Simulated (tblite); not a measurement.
Species: C2H9FSSi2.
Geometry (GFN2-xTB, Å), atoms numbered from 1 in this order:
```
atom  x, y, z in Å
F1    -1.3286   -0.4279   -1.8642
C2    -1.4447   -0.9066   -0.5779
C3    -0.4182   -0.2517    0.3272
Si4   -0.7954    1.6169    0.5497
Si5    1.3222   -0.6008   -0.3446
S6     2.6850    0.0101    1.2061
H7    -1.3056   -1.9917   -0.6466
H8    -2.4719   -0.6923   -0.2625
H9    -0.5144   -0.7286    1.3065
H10   -2.1638    1.7198    1.0675
H11    0.1532    2.1652    1.5136
H12   -0.6914    2.2809   -0.7469
H13    1.6432    0.1622   -1.5444
H14    1.5369   -2.0332   -0.5599
H15    3.7891   -0.3144    0.5546
```

All values are computed: GFN2-xTB (tblite) harmonic vibrations without scaling, gas phase. Against measured fundamentals such values can be off by several per cent, at times by over 20. Modes of hydrogen on silicon and sulfur can be 10 to 20 % off. One conformer, not necessarily the lowest.

Harmonic wavenumbers (cm⁻¹): 40.7, 67.9, 100.7, 115.6, 139.1, 173.2, 195.1, 270.0, 454.1, 462.9, 502.3, 535.1, 566.4, 574.3, 674.0, 696.7, 722.8, 767.0, 774.0, 782.6, 784.9, 801.4, 956.0, 1003.0, 1083.4, 1104.3, 1208.7, 1230.6, 1336.6, 1475.0, 2241.6, 2250.9, 2296.0, 2308.5, 2315.8, 2482.0, 2921.2, 2934.6, 2941.7.

A = 2532, B = 1099, C = 846.2 MHz; mass 139.995 u (most abundant isotopes); point group C1, symmetry number 1.

Task: What is the zero-point energy?

Result: ½Σν̃ = 21145 cm⁻¹ = 252.96 kJ/mol.

Task: Give the ideal-gas entropy at 350 K and 1 bar in the rigid-rotor, harmonic-oscillator model (classical rotation).

Result: Translation 173.82, rotation 124.60, vibration 152.78: S = 451.2 J/(mol K).

Task: And Cp and H(350 K) − H(0)?

Result: Cp = 177.95 J/(mol K), of which vibrations give 144.69 (their classical limit is 39 R = 324.3); H(350 K) − H(0) = 38.69 kJ/mol without the zero-point energy, 27.05 from vibrations.

Task: Blend soft modes into free rotors: weight 1/[1 + (100 cm⁻¹/ν̃)⁴] for the oscillator and the rest for a rotor with moment μB/(μ + B), μ = h/(8π²ν), B = 10⁻⁴⁴ kg m². What vibrational entropy results?

Result: 139.28 J/(mol K) in place of 152.78, which changes −T·S at 350 K by +4.73 kJ/mol.

Task: What must be added to the electronic energy to get the Gibbs energy at 350 K and 1 bar?

Result: ZPE + [H(350 K) − H(0)] − T·S = 252.96 + 38.69 − 157.92 = 133.73 kJ/mol.

Hindered rotation and anharmonicity are outside this model. Other conformers, if any are populated, would add a mixing term that is left out. The structure is chiral; the term R ln 2 for an equal mix with its mirror image is left out.
